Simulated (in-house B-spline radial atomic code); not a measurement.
The numbers below are computed, except where a source is named.
**Making a Troullier-Martins s channel for Ag, r_c = 3.32 bohr**

Ag, [Kr] 4d10 5s1, non-relativistic PBE, spherical and spin-unpolarised, from a B-spline radial code for spherical atoms (atomic units). The all-electron 5s level is ε = -0.146702 hartree, its outermost node lies just inside 1.15 bohr and its outer maximum at 2.64 bohr.

Inside r_c the pseudo-orbital is u(r) = r^1 exp(p(r)), with p = c0 + c2 r² + c4 r⁴ + … + c12 r¹². The seven coefficients follow from p and its first four derivatives at r_c, from zero curvature of the screened potential at the origin, c4 = −c2²/(2l + 5), and from the norm inside r_c. At r_c the all-electron orbital has P = 0.5476445, P' = -0.1190969, the screened potential V = -0.2261366, V' = 0.1510339, V'' = -0.1555237, and the norm inside is Q = 0.5655452.

(1) What are p, p' and p'' at r_c?

For a trial c2 the five matching conditions are linear in c0, c6, c8, c10 and c12, and c2 is varied until the norm inside r_c equals Q. The root nearest zero gives:

| n | c_n |
| --- | --- |
| 0 | -1.742785 |
| 2 | 0.1480768 |
| 4 | -0.004385346 |
| 6 | -0.00495387 |
| 8 | 0.0006943206 |
| 10 | -3.761466e-05 |
| 12 | 7.508381e-07 |

(2) Check c4 and p(r_c), and find the screened pseudopotential at the origin.

Orbitals and screened potentials:

| r (bohr) | P | u | V all-electron | V pseudo |
| --- | --- | --- | --- | --- |
| 0.332 | 0.1408 | 0.05906 | -49.32 | 0.2962 |
| 0.83 | -0.2365 | 0.1603 | -7.913 | 0.2511 |
| 1.328 | 0.1548 | 0.2915 | -2.345 | 0.0499 |
| 1.826 | 0.4597 | 0.4458 | -0.9772 | -0.302 |
| 2.324 | 0.581 | 0.5646 | -0.5215 | -0.5143 |
| 2.822 | 0.5917 | 0.5904 | -0.3267 | -0.3836 |
| 3.32 | 0.5476 | 0.5476 | -0.2261 | -0.2261 |

Logarithmic derivatives P'/P at R = 3.62 bohr, for energies E around ε:

```
E − ε (hartree)  all-electron     pseudo
           -0.5      0.863736   0.857322
          -0.25      0.484577    0.47973
           -0.1       0.12085   0.118978
              0     -0.270958  -0.270956
            0.1     -0.997021   -1.00831
           0.25      -8.18797   -11.0694
            0.5       2.16966    1.73857
```

(3) With P(R) = 0.5087575 and a norm of 0.64943 inside R, what slope in energy does norm conservation fix?

Answers

(1) p = ln(P/r_c^1) = ln(0.5476445/3.32) = -1.80209. p' = P'/P − 1/r_c = -0.21747 − 0.30120 = -0.51868. The radial equation gives p'' = 2(V − ε) − 2(1) p'/r_c − p'² = -0.15887 − (-0.31246) − 0.26902 = -0.11544. Differentiating, p''' = 2V' + 2(1)p'/r_c² − 2(1)p''/r_c − 2p'p'' = 0.15775, and p'''' = 2V'' − 4(1)p'/r_c³ + 4(1)p''/r_c² − 2(1)p'''/r_c − 2p''² − 2p'p''' = -0.25429.

(2) −c2²/5 = -0.00438535, as listed. The terms c_n r_c^n are -1.74279, 1.63216, -0.53279, -6.63396, 10.24860, -6.11981, 1.34649, which sum to -1.80209. Inverting the radial equation, V_l(r) = ε + 1 p'/r + (p'' + p'²)/2, so V_l(0) = ε + (2l + 3) c2 = -0.146702 + 3 × (0.148077) = 0.2975 hartree, finite where the all-electron potential diverges.

(3) d(P'/P)/dE = −2 × (norm inside R)/P(R)² = -5.0181 per hartree·bohr at E = ε, for both atoms, since orbital and norm agree at R. Differences over ±0.1 hartree give -5.5894 (all-electron) and -5.6364 (pseudo), which also hold third-order terms. Half a hartree below ε the two curves differ by -0.0064.
